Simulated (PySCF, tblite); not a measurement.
Isomers of C8H9N3. Computed values, GFN2-xTB/tblite, gas phase, harmonic and unscaled. The method is semi-empirical: single wavenumbers can be off by several per cent or more. One conformer each.

Electronic energies: PBE0/pcSseg-1 single points on the GFN2-xTB geometries (PySCF, gas phase).

```csv
SMILES,"electronic energy, lowest = 0 (kcal/mol)"
CCn1nc2ccccc2n1,0.0
CC(C)c1cnnc(C#N)c1,27.1
CCc1nnc(C)cc1C#N,19.6
Cc1cccc2nnn(C)c12,2.1
Cc1nnn2c(C)cccc12,2.4
```

Task: How do GFN2-xTB zero-point energies change the relative energies?

Result: 
```tsv
SMILES	ZPE (kcal/mol)	of it from modes above 1550 cm⁻¹	electronic (kcal/mol)	with ZPE, lowest = 0 (kcal/mol)	lowest mode (cm⁻¹)	rings
CCn1nc2ccccc2n1	99.6	43.9	0.0	0.0	21	2
Cc1cccc2nnn(C)c12	98.9	43.7	2.1	1.5	78	2
Cc1nnn2c(C)cccc12	98.6	43.9	2.4	1.4	79	2
CCc1nnc(C)cc1C#N	97.1	42.4	19.6	17.1	49	1
CC(C)c1cnnc(C#N)c1	97.5	42.5	27.1	25.0	28	1
```

The zero-point energies span 2.5 kcal/mol, from `CCc1nnc(C)cc1C#N` to `CCn1nc2ccccc2n1`. The lowest isomer stays, but the order above it changes.

Task: And how do the electronic energies of GFN2-xTB itself compare?

Result: `CCn1nc2ccccc2n1` 1.7; `Cc1cccc2nnn(C)c12` 1.8; `Cc1nnn2c(C)cccc12` 0.0; `CCc1nnc(C)cc1C#N` 35.1; `CC(C)c1cnnc(C#N)c1` 42.3 kcal/mol, lowest = 0. Against the energies above, taken from the same isomer `CCn1nc2ccccc2n1`, the largest difference is 13.8 kcal/mol.

Task: What do entropy and thermal enthalpy add at 298.15 K and 1 bar (rigid rotor, harmonic oscillator, one conformer each)?

Result: 
```
            SMILES  point group  symmetry number  S (cal/(mol K))  H − H(0) (kcal/mol)  ZPE + H − H(0) − TS (kcal/mol)
 Cc1nnn2c(C)cccc12           Cs                1             96.7                 6.71                            76.4
  CCc1nnc(C)cc1C#N           C1                1            104.5                 7.58                            73.5
CC(C)c1cnnc(C#N)c1           C1                1            102.9                 7.35                            74.2
```

Not tabulated: `CCn1nc2ccccc2n1` (lowest mode only 21 cm⁻¹); `Cc1cccc2nnn(C)c12` (point group not settled).
